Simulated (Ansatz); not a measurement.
Relaxation of a periodic cell of 19 atoms, PdC₁₈ (surface graphene monolayer, adsorbate Pd), to a largest force component of 0.03 eV/Å in at most 60 steps.

All numbers below come from DFT PBE, scalar-relativistic, plane waves, PAW in Ansatz 0.2.0. Settings: cutoff 420 eV, k mesh 2x2x1, gaussian smearing 0.02 eV, no spin polarisation.

```xyz
19
Lattice="7.3980 0.0000 0.0000 -3.6990 6.4069 0.0000 0.0000 0.0000 12.0000" Properties=species:S:1:pos:R:3
C 0.000 0.000 1.000
C 1.233 0.712 1.000
C -1.233 2.136 1.000
C 0.000 2.847 1.000
C -2.466 4.271 1.000
C -1.233 4.983 1.000
C 2.466 0.000 1.000
C 3.699 0.712 1.000
C 1.233 2.136 1.000
C 2.466 2.847 1.000
C 0.000 4.271 1.000
C 1.233 4.983 1.000
C 4.932 0.000 1.000
C 6.165 0.712 1.000
C 3.699 2.136 1.000
C 4.932 2.847 1.000
C 2.466 4.271 1.000
C 3.699 4.983 1.000
Pd 1.644 3.322 3.000
```

Task: Where does it end, and by what steps?

Result: The run converged. Limits of this set-up: coarse k mesh, slab without dipole correction. After 10 steps the energy has fallen by 0.154 eV; Pd19 moved furthest, 0.56 Å.

```csv
step,energy less start (eV),largest force component (eV/Å),accepted
0,0.0000,0.949,yes
1,-0.0682,0.416,yes
2,-0.1006,0.138,yes
3,-0.1243,0.150,yes
4,-0.1089,0.716,no
5,-0.1318,0.098,yes
6,-0.1400,0.387,yes
7,-0.1480,0.190,yes
8,-0.1529,0.072,yes
9,-0.1422,0.425,no
10,-0.1537,0.030,yes
```

```xyz
19
Lattice="7.3980 0.0000 0.0000 -3.6990 6.4069 0.0000 0.0000 0.0000 12.0000" Properties=species:S:1:pos:R:3
C -0.022 0.013 0.997
C 1.201 0.722 1.010
C -1.256 2.149 0.970
C -0.037 2.870 0.988
C -2.490 4.285 0.968
C -1.264 5.001 0.944
C 2.442 0.014 0.968
C 3.671 0.727 0.959
C 1.200 2.143 1.070
C 2.446 2.859 1.076
C -0.026 4.286 0.945
C 1.195 5.004 0.988
C 4.909 0.013 0.970
C 6.135 0.729 0.987
C 3.692 2.140 0.983
C 4.904 2.864 0.959
C 2.443 4.296 1.070
C 3.674 5.006 1.010
Pd 2.118 3.049 3.136
```

Run time: 85 s on 1 thread of Arm Neoverse V1 (shared host), peak memory 0.68 GiB.
